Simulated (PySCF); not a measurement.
C₄H₈, charge +1, doublet, geometry from GFN2-xTB (a state made from the parent by changing its charge; the spin is typed, not shown lowest). Base run: B3LYP/6-31G* (PySCF).

Here is a job for PySCF.
```python
from pyscf import gto, scf, dft, solvent

mol = gto.M(
    atom='''
C    -1.13577626   -0.86677985    0.11475461
C    -0.00941288    0.06011681    0.00636402
C     1.34040700   -0.44012578   -0.25310472
C    -0.22265270    1.42200559    0.15053469
H    -1.31507501   -1.07113406    1.18172380
H    -0.93886026   -1.82814455   -0.35636140
H    -2.07163326   -0.43218004   -0.24168180
H     1.45856313   -1.49101751    0.00499215
H     2.11196570    0.17459076    0.21441318
H     1.53885372   -0.35806296   -1.33301978
H     0.56087874    2.14036501   -0.04331421
H    -1.18008376    1.81428277    0.46195651
''',
    basis='6-31g*',
    charge=1,
    spin=1,
    verbose=4,
)

mf = dft.UKS(mol)
mf.xc = 'b3lyp'
mf.kernel()
mf.analyze()
```

The base run was repeated with changes; each row names its change, and settings that it needs were set with it.

| change | ΔE vs base (kcal/mol) |
|---|---|
| base | 0.000 |
| model = IEF-PCM; solvent = dichloromethane; lebedev_order = 11 | -52.98 |
| model = IEF-PCM; solvent = chloroform | -47.23 |
| model = SS(V)PE; solvent = dichloromethane | -49.79 |
| model = IEF-PCM; solvent = dichloromethane; vdw_scale = 1.4 | -47.19 |
| model = COSMO; solvent = dichloromethane | -50.46 |
| model = ddCOSMO; solvent = dichloromethane | -49.80 |
| model = IEF-PCM; solvent = dichloromethane; vdw_scale = 1.0 | -63.1 |
| model = IEF-PCM; solvent = dimethylsulfoxide | -58.76 |
| model = IEF-PCM; solvent = dichloromethane; lebedev_order = 41 | -53.30 |
| model = IEF-PCM; solvent = dichloromethane; r_probe = 0.5 | -43.80 |
| model = IEF-PCM; solvent = 2-propanol | -56.91 |

The base is the gas phase, so ΔE is the electrostatic part of solvation at a fixed geometry, without cavity and dispersion terms.

Open shells are given as the SCF converged; they aren't shown to be the lowest states, and a large step between rows can be another state.
